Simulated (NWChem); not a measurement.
Species: CH3FTe; SMILES C[Te]F

```xyz
6

Te     0.3567     0.0378    -0.0004
F     -0.9289     1.5335    -0.0010
C     -1.1748    -1.4837    -0.0023
H     -0.6522    -2.4615    -0.0100
H     -1.7944    -1.3837    -0.9117
H     -1.7885    -1.3944     0.9122
```
Atoms are numbered in this order, from 1.

Level: PBE-D3(BJ)/def2-SVP with def2 effective core potentials on Te (NWChem), optimised geometry, unscaled harmonic frequencies. def2 effective core potentials on Te; no spin-orbit coupling.

Question: List the harmonic frequencies with IR intensities, and the thermochemistry.

Answer: 
```csv
frequency (cm⁻¹),IR intensity (km/mol)
68,0.0
157,2.9
511,5.1
587,36.5
781,13.0
809,13.4
1187,5.8
1361,6.7
1388,14.0
2989,3.2
3105,1.1
3130,0.0
```

```json
{
 "zero_point_energy": "23.0 kcal/mol",
 "thermal correction to the enthalpy at 298.15 K (with zero-point energy)": "26.6 kcal/mol",
 "heat capacity Cv": "13.9 cal/(mol K)",
 "entropy at 298.15 K and 1 atm (symmetry number 1)": "74.5 cal/(mol K)"
}
```

Rigid rotor and harmonic oscillator; modes under 100 cm⁻¹ make the entropy uncertain.
